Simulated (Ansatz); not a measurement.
Si(F)(Br)(Me)(OH) (CH4BrFOSi), SMILES C[Si](O)(F)Br.

Geometry optimised at PBE-D3(BJ)/def2-SVP. Other conformers were not sampled.

Two levels are set side by side: PBE/def2-SVPD (Ansatz, a first-principles code) and CAM-B3LYP/def2-SVPD (Ansatz). Energy differences of separate SCF runs at the same geometry; the states with an electron removed or added have multiplicity 2 and 2. Differences are taken from unrounded values.

| quantity | PBE |
|---|---|
| vertical ionisation energy (eV) | 10.62 |
| vertical singlet–triplet gap (eV) | 6.61 |

These are the PBE values. What does CAM-B3LYP give? (An estimate is asked for; the answer gives what the named calculation found.)


```tsv
quantity	CAM-B3LYP	PBE minus CAM-B3LYP
vertical ionisation energy (eV)	11.22	-0.61
vertical singlet–triplet gap (eV)	7.21	-0.60
```
